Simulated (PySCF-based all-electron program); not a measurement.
Results of a calculation; reference values are marked as such.
## Forces on CH₄Te, singlet in several shapes

Method: all-electron DFT (in-house code on PySCF), basis-limit composite values; Koelling–Harmon scalar relativity, no spin–orbit coupling, spin-restricted. Forces are good to about 0.029 eV/Å. In part, the full relativistic part was added along one bond alone. Atoms are numbered as listed.

Shape A:

```xyz
6

Te    0.0000    0.0000    0.0000
C     0.0000    0.0000    2.1688
H     1.0287   -0.0222    2.5359
H    -0.5336    0.8797    2.5360
H    -0.5256   -0.9105    2.4719
H     0.8354    1.4475   -0.0831
```

PBE forces:

| atom | Fx | Fy | Fz (eV/Å) |
| --- | --- | --- | --- |
| Te1 | 0.009 | 0.015 | 0.050 |
| C2 | 0.003 | 0.006 | -0.032 |
| H3 | -0.008 | -0.008 | -0.001 |
| H4 | -0.003 | -0.011 | -0.001 |
| H5 | -0.001 | -0.002 | 0.007 |
| H6 | 0.000 | 0.000 | -0.024 |

Problem. What forces does r2SCAN give in shape A?

Solution. The forces move by 0.233 eV/Å (r.m.s. over the atoms) from PBE.

```json
{"atom": "Te1", "Fx": "0.120", "Fy": "0.208", "Fz (eV/Å)": "0.210"}
{"atom": "C2", "Fx": "-0.007", "Fy": "-0.011", "Fz (eV/Å)": "0.052"}
{"atom": "H3", "Fx": "-0.247", "Fy": "-0.002", "Fz (eV/Å)": "-0.093"}
{"atom": "H4", "Fx": "0.121", "Fy": "-0.215", "Fz (eV/Å)": "-0.094"}
{"atom": "H5", "Fx": "0.121", "Fy": "0.210", "Fz (eV/Å)": "-0.063"}
{"atom": "H6", "Fx": "-0.110", "Fy": "-0.190", "Fz (eV/Å)": "-0.012"}
```

Shape B:

```xyz
6

Te    0.0000    0.0000    0.0000
C     0.0000    0.0000    2.3857
H     1.0287   -0.0222    2.7528
H    -0.5336    0.8797    2.7529
H    -0.5256   -0.9105    2.6888
H     0.8354    1.4475   -0.0831
```

Against shape A, Te1–C2 goes from 2.169 to 2.386 Å.

Problem. What forces does PBE give in shape B?

Solution. 

```json
{"atom": "Te1", "Fx": "-0.004", "Fy": "-0.007", "Fz (eV/Å)": "1.810"}
{"atom": "C2", "Fx": "-0.022", "Fy": "-0.038", "Fz (eV/Å)": "-1.123"}
{"atom": "H3", "Fx": "0.067", "Fy": "0.017", "Fz (eV/Å)": "-0.249"}
{"atom": "H4", "Fx": "-0.018", "Fy": "0.067", "Fz (eV/Å)": "-0.249"}
{"atom": "H5", "Fx": "-0.020", "Fy": "-0.035", "Fz (eV/Å)": "-0.226"}
{"atom": "H6", "Fx": "-0.003", "Fy": "-0.004", "Fz (eV/Å)": "0.038"}
```

Problem. What forces does r2SCAN give in shape B?

Solution. The forces move by 0.237 eV/Å (r.m.s. over the atoms) from PBE.

```csv
atom,Fx,Fy,Fz (eV/Å)
Te1,0.107,0.185,1.973
C2,-0.033,-0.056,-1.011
H3,-0.169,0.024,-0.353
H4,0.105,-0.134,-0.354
H5,0.102,0.177,-0.309
H6,-0.113,-0.196,0.053
```

Shape C:

```xyz
6

Te    0.0000    0.0000    0.0000
C     0.0000    0.0000    1.9519
H     1.0287   -0.0222    2.3190
H    -0.5336    0.8797    2.3191
H    -0.5256   -0.9105    2.2550
H     0.8354    1.4475   -0.0831
```

Against shape A, Te1–C2 goes from 2.169 to 1.952 Å.

PBE forces:

| atom | Fx | Fy | Fz (eV/Å) |
| --- | --- | --- | --- |
| Te1 | 0.021 | 0.036 | -4.446 |
| C2 | 0.026 | 0.045 | 3.570 |
| H3 | -0.096 | -0.040 | 0.352 |
| H4 | 0.013 | -0.103 | 0.351 |
| H5 | 0.018 | 0.031 | 0.308 |
| H6 | 0.018 | 0.030 | -0.136 |

Problem. What forces does r2SCAN give in shape C?

Solution. The forces move by 0.229 eV/Å (r.m.s. over the atoms) from PBE.

```
atom      Fx      Fy  Fz (eV/Å)
 Te1   0.132   0.229     -4.323
  C2   0.016   0.028      3.661
  H3  -0.339  -0.035      0.272
  H4   0.140  -0.311      0.271
  H5   0.141   0.244      0.249
  H6  -0.090  -0.156     -0.129
```
